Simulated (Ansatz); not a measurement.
A set of 12 reactions (hydrogenolysis), with CCSD(T)/CBS values in kJ/mol:

| reaction | ΔE |
| --- | --- |
| `N[Si](N)(O)[SiH3]` + H₂ → `N[SiH](N)[SiH3]` + H₂O | 96.5 |
| `C=NB(C)[SiH3]` + H₂ → `CB[SiH3]` + `C=N` | 104.0 |
| `CCOBF` + H₂ → `COBF` + CH₄ | -54.3 |
| `OC[SiH](F)F` + H₂ → `OC[SiH2]F` + H–F | 132.0 |
| `ClC[SiH2]Cl` + H₂ → `C[SiH2]Cl` + HCl | -96.9 |
| `N[SiH](Br)C=O` + H₂ → `O=C[SiH2]Br` + NH₃ | 48.5 |
| `C[SiH2][Se]C` + H₂ → `C[Se][SiH3]` + CH₄ | -21.6 |
| `C[CH2][Al]([NH2])[OH]` + H₂ → `C[CH2][AlH][OH]` + NH₃ | 74.8 |
| `C[O][SnH]([OH])[Cl]` + H₂ → `[OH][SnH2][Cl]` + CH₃OH | 13.3 |
| `C[O][Zn][OH]` + H₂ → `C[O][ZnH]` + H₂O | 9.7 |
| `CC[Se]C` + H₂ → `CC[SeH]` + CH₄ | -68.1 |
| `CO[CH2][GaH][OH]` + H₂ → `[OH][GaH2]` + `COC` | -38.9 |

Computed with Ansatz on PBE0-D4/def2-TZVP structures; ΔE is electronic, products minus reactants. CBS: MP2 limit from def2 TZ/QZ plus the TZ coupled-cluster correction, frozen cores. This one scheme is used for every species. DFT in def2-TZVPP. B3LYP here is the variant with VWN-RPA as its local correlation; programs differ in this. Elements past krypton have def2 core potentials. For Br, Ga, Se, Sn, Zn outer-core shells are correlated without core-valence functions, which leaves a few kJ/mol of doubt a bond. Scalar relativity is left out up to krypton. Each species was taken in one conformer, which may not be the lowest.

**Question.** Give the mean, mean absolute and largest difference (level minus CCSD(T)/CBS, kJ/mol) for: PBE-D4, PBE0-D4, ωB97X-V, ωB97M-V, B2PLYP, PBE, B3LYP, MP2/def2-TZVPP, CCSD/def2-TZVPP, MP2/def2-QZVPP, SCS-MP2/def2-QZVPP, HF/CBS(def2), MP2/CBS(def2), CCSD/CBS(def2). (An estimate is asked.)

**Answer.** The calculation gave: 
```tsv
level	mean	mean absolute	largest
PBE-D4	0.7	5.1	23.8
PBE0-D4	-3.9	5.7	-14.1
ωB97X-V	-3.1	3.5	-8.6
ωB97M-V	-2.0	3.7	-9.8
B2PLYP	-3.7	4.9	-10.3
PBE	-4.2	7.3	17.0
B3LYP	-8.3	8.8	-16.2
MP2/def2-TZVPP	3.5	3.5	8.4
CCSD/def2-TZVPP	-6.9	6.9	-13.1
MP2/def2-QZVPP	5.2	5.2	9.6
SCS-MP2/def2-QZVPP	0.4	2.2	-5.3
HF/CBS(def2)	-19.8	20.2	-40.4
MP2/CBS(def2)	6.1	6.1	10.5
CCSD/CBS(def2)	-4.3	4.3	-8.7
```

The largest T1 diagnostic in the set is 0.017, for `C[O][Zn][OH]` (customary mark 0.02).

CCSD(T)/CBS is a level of theory with its own doubt, and the functionals carry their triple-zeta basis error, so these figures describe this set and don't rank the functionals.
